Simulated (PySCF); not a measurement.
CH3S, SMILES [CH2]S, multiplicity 2.

Coordinates come from a PBE0-D3(BJ)/def2-TZVP optimisation. The isomer is the one that the SMILES or the coordinates give; other isomers of the formula were not compared.

Two levels are set side by side: PBE/def2-TZVPD (PySCF) and M06-2X/def2-TZVPD (PySCF). Same geometry, gas phase. Differences are taken from unrounded values.

| quantity | M06-2X |
|---|---|
| α-spin orbital gap (eV) | 6.62 |
| β-spin orbital gap (eV) | 8.81 |
| dipole moment (D) | 0.88 |
| mean polarisability (bohr³) | 36.6 |

### Question
What does PBE give, and how far is it from M06-2X? (An estimate is asked for; the answer gives what the named calculation found.)

### Answer

| quantity | PBE | PBE minus M06-2X |
|---|---|---|
| α-spin orbital gap (eV) | 3.05 | -3.56 |
| β-spin orbital gap (eV) | 4.71 | -4.11 |
| dipole moment (D) | 0.82 | -0.06 |
| mean polarisability (bohr³) | 37.8 | 1.2 |

PBE's more diffuse valence density responds more strongly to a field. Differences between two approximate levels are no errors against the true value.

Rough cost on one machine, each run with all the roots and properties that it gave: M06-2X against PBE about 2 times.
